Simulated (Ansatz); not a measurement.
H4Si2, charge -1, doublet, at a GFN2-xTB geometry (a state made from the parent by changing its charge; the spin is typed, not shown lowest) (a gas-phase anion, which may not be bound at this level); PBE0/pcseg-1 run with Ansatz (a quantum-chemistry and plane-wave program).

Input for Ansatz:
Ansatz 0.2 input:
```yaml
crystal:
  periodic: [false, false, false]
  atoms:
    - {symbol: Si, position_ang: [0.02696633, 0.95926821, 0.75276090]}
    - {symbol: H, position_ang: [-0.50192017, 2.08128097, -0.05037029]}
    - {symbol: Si, position_ang: [0.00177174, -0.80446006, -0.55801974]}
    - {symbol: H, position_ang: [0.83980489, -0.89893918, -1.80874320]}
    - {symbol: H, position_ang: [-1.27554771, -1.39203457, -1.10459660]}
    - {symbol: H, position_ang: [0.53533006, -1.95762121, 0.23733386]}
basis:
  gaussian:
    orbitals: pcseg-1.json
hamiltonian:
  xc: pbe0
total_charge: -1
magnetization: {spin_polarized: true, initial_magnetization: 1}
```
The basis file holds pcseg-1 in the JSON format of the Basis Set Exchange.

Task: Write the output that Ansatz gives for this input, abridged.

Result: 
```
Functional definition: PBE0
542 factors; integrals over basis functions are off by at most 1.1e-3 eV
mean field evaluation 1: about -15811.5929 eV, gradient 5.8e0 eV
mean field evaluation 2: about -15811.7817 eV, gradient 3.5e0 eV
mean field evaluation 4: about -15811.8950 eV, gradient 1.5e-1 eV
mean field evaluation 8: about -15811.9591 eV, gradient 6.5e-3 eV
mean field evaluation 16: about -15811.9591 eV, gradient 2.8e-5 eV
mean field -15811.95906344 eV, -581.0787778506 hartree, gradient 2.8e-5 eV, S^2 0.754431; 1 other end points of the search recorded, 0 dependent functions left out
reference -15811.95909395 eV, -581.0787789717 hartree; 17, 16 occupied and 39, 40 virtual orbitals, 542 factors
Total energy: -15811.95909395 eV, -581.0787789717 hartree
```
